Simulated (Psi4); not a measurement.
Approach curve of the dimer H4Si ··· CS2 (SMILES [SiH4] and S=C=S). Monomers: optimised at B3LYP-D3(BJ) (def2-TZVP), held rigid. Orientation: lowest of the rigid-body minima from ten starts at GFN2-xTB. The monomers approach along the line of their centres of mass (distance R); nothing else relaxes.

Computed with SAPT0/jun-cc-pVDZ, frozen core in Psi4.

Components in kJ/mol:

```
R / Å  electrostatics  exchange  induction  dispersion  total
-----  --------------  --------  ---------  ----------  -----
3.11           -26.75     79.33      -8.06      -24.96  19.56
3.36           -12.87     38.03      -3.79      -16.42   4.95
3.57            -6.97     20.22      -2.02      -11.69  -0.45
3.75            -4.13     11.65      -1.18       -8.81  -2.46
3.93            -2.45      6.65      -0.68       -6.70  -3.18
4.18            -1.20      3.02      -0.32       -4.64  -3.14
4.41            -0.63      1.44      -0.15       -3.36  -2.70
4.78            -0.23      0.44      -0.05       -2.06  -1.90
5.25            -0.08      0.10      -0.01       -1.16  -1.15
5.98            -0.02      0.01       0.00       -0.52  -0.54
6.96            -0.01      0.00       0.00       -0.21  -0.22
8.22             0.00      0.00       0.00       -0.08  -0.08
```
